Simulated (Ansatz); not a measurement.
The same path of ClFGeH2 + H4Si (10 atoms, charge 0, multiplicity 1) was run twice with different band settings. Lost on the way: Ge1–F2, Si6–H10. Made: Ge1–Si6, F2–H10.

The calculation used RKS PBE0-D4/def2-SVP (Ansatz).

Relaxed end points:

```xyz
10
Properties=species:S:1:pos:R:3
Ge -0.186 0.619 -0.251
F -0.721 0.817 1.386
H 1.336 0.474 -0.221
H -0.773 1.778 -1.062
Cl -1.044 -1.220 -0.955
Si 1.188 -2.901 1.410
H 0.156 -3.943 1.142
H 1.891 -2.549 0.140
H 2.189 -3.429 2.387
H 0.546 -1.681 1.983
```

```xyz
10
Properties=species:S:1:pos:R:3
Ge 0.065 -0.446 -0.319
F 0.510 0.366 2.429
H 1.135 0.648 -0.416
H -1.280 0.098 0.176
Cl -0.278 -1.150 -2.364
Si 0.782 -2.449 0.748
H -0.319 -3.455 0.734
H 1.988 -2.992 0.059
H 1.154 -2.202 2.186
H 0.825 -0.454 2.725
```

Common settings: spring 5.0 eV/Å²; optimiser quadratic models (default); start path through a guess of the saddle point; force threshold 0.05 eV/Å; iteration limit 60; end points relaxed.

| run | movable images | climbing image |
| --- | --- | --- |
| 1 | 7 | yes |
| 2 | 8 | no |

Q: What does each run give, and how far can it be trusted?

A: Run 1: converged after 29 iterations, highest image 2.109 eV above the first end. Neighbouring images differ by up to 1.5 eV, so the band resolves the path poorly. A vibrational analysis at the climbing image gives one clearly imaginary mode, 1052i cm⁻¹: a first-order saddle point.
Run 2: converged after 15 iterations, highest image 1.918 eV above the first end. No image climbed, so the highest image needn't sit at the top of the path.
The orbitals stay closed-shell, which can raise the energy where a bond breaks towards radicals; this wasn't checked here.
